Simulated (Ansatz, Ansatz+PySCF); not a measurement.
```xyz
6

B     0.0000    0.0000   -1.4433
C     0.0000    0.0000    0.1973
O     0.0000    0.0000    1.4198
H     0.0000   -1.2756   -1.7751
H    -1.1047    0.6378   -1.7751
H     1.1047    0.6378   -1.7751
```

Basis set: def2-SVP (spherical functions). Correlated methods keep 3 orbitals frozen. Charge 0, multiplicity 1.

Computed with Ansatz (development build ahead of 0.2.0); each method stands on the lowest determinant of its kind that the runs found. Restricted open shells among the atoms or ions are ROHF, correlated in semicanonical orbitals with singles.

Question: Give the atomization energy at this shape (free ground-state atoms in the same class of orbitals less the molecule, no zero-point energy) of singlet CH₃BO by RHF-CCSD(T), RHF-MP2, RHF, UHF.

Answer:

| method | atomization energy |
| --- | --- |
| RHF-CCSD(T) | 22.88 eV |
| RHF-MP2 | 23.42 eV |
| RHF | 17.30 eV |
| UHF | 16.97 eV |

Caution: the shape is not the minimum.
